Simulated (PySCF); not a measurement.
# Magnetisability: SMILES [BH3-][P@+]1(C(C)(C)C)C=C1C=C, C$_{8}$H$_{16}$BP

Geometry (Å), atoms numbered from 1 in this order:
```xyz
26

B     0.3343    2.7056   -0.1585
P     0.2334    0.8555    0.4490
C    -1.2106   -0.3097    0.0810
C    -1.1240   -1.6058    0.8747
C    -1.1701   -0.5929   -1.4194
C    -2.4726    0.4682    0.4470
C     1.1157    0.1976    1.8929
C     1.6900   -0.1879    0.7548
C     2.7832   -0.8847    0.1633
C     3.0114   -0.8558   -1.1473
H     1.4277    3.0271    0.1831
H     0.1847    2.6481   -1.3380
H    -0.5441    3.2796    0.4001
H    -1.1173   -1.4052    1.9447
H    -1.9844   -2.2340    0.6486
H    -0.2205   -2.1584    0.6226
H    -0.2792   -1.1657   -1.6747
H    -1.1537    0.3409   -1.9798
H    -2.0454   -1.1637   -1.7274
H    -3.3660   -0.1008    0.1926
H    -2.4976    1.4154   -0.0898
H    -2.4889    0.6814    1.5155
H     1.2360    0.1677    2.9551
H     3.4275   -1.4373    0.8377
H     2.3664   -0.2936   -1.8040
H     3.8432   -1.3689   -1.5976
```

Computed with GIAO HSE06/3-21G magnetisability, rotational g tensor and spin-rotation constants, non-relativistic, gas phase (PySCF 2.14.0). Geometry: GFN2-xTB.

(1) What are the magnetisability and the molar susceptibility?

(2) Split it along the inertial axes a, b, c into diamagnetic and paramagnetic parts about the centre of mass, with the quadrupole moment.

(3) And the rotational g tensor?

Results:

(1) Isotropic -1988 × 10⁻³⁰ J/T², or -119.7 × 10⁻⁶ cm³/mol; principal values -2296, -1866, -1802 × 10⁻³⁰ J/T², anisotropy 465 × 10⁻³⁰ J/T² (root of half the summed squared differences of the principal values). The susceptibility is in cgs units.

(2) 
| axis | χ (10⁻⁶ cm³/mol) | diamagnetic (10⁻⁶ cm³/mol) | paramagnetic (10⁻⁶ cm³/mol) | summed x² of all electrons (Å²) | quadrupole Θ (D Å) |
| --- | --- | --- | --- | --- | --- |
| a | -115.8 | -1014.2 | 898.3 | 271.4 | +12.53 |
| b | -132.6 | -1568.7 | 1436.1 | 140.7 | -19.86 |
| c | -110.8 | -1748.1 | 1637.3 | 98.4 | +7.34 |

Anisotropies 2χaa − χbb − χcc = +11.7 and 2χbb − χaa − χcc = -38.7 × 10⁻⁶ cm³/mol. Θ is traceless in Buckingham's convention.

(3) 
```
axis  rotational constant (GHz)        g  nuclear part  electronic part
   a                     1.4863  -0.0143        0.6130          -0.6273
   b                     0.8765  +0.0063        0.5977          -0.5913
   c                     0.7792  -0.0082        0.5912          -0.5994
```
Asymmetric top; isotopes 11B, 12C, 1H, 31P; no vibrational averaging.
